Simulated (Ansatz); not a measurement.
Total energies of BI₃ from Ansatz at PBE-D4/def2-TZVP, gas phase (1 Eh = 27.2114 eV = 2625.5 kJ/mol). The reference geometry is relaxed at PBE-D4/def2-SVP.

```json
{"state": "charge 0 singlet", "geometry": "reference", "energy (Eh)": "-917.99487"}
{"state": "charge 1 doublet", "geometry": "reference", "energy (Eh)": "-917.67331"}
{"state": "free B atom (doublet)", "geometry": "–", "energy (Eh)": "-24.61008"}
{"state": "free I atom (doublet)", "geometry": "–", "energy (Eh)": "-297.66548"}
```

In the def2 sets I takes a core potential; there is no spin–orbit coupling.

Q: Work out the vertical ionisation energy to the doublet.

A: E(charge 1 doublet) − E(charge 0 singlet) = -917.67331 − (-917.99487) = 0.32156 Eh = 8.75 eV. For comparison, −ε of the highest occupied level is 6.28 eV at this level, 2.47 eV less.

Q: What is the binding energy per atom against free atoms?

A: Atoms: 1 × (-24.61008) + 3 × (-297.66548) = -917.60652 Eh. Binding: -917.60652 − (-917.99487) = 0.38835 Eh = 10.57 eV, or 2.64 eV for each of 4 atoms (no zero-point energy, no counterpoise term).
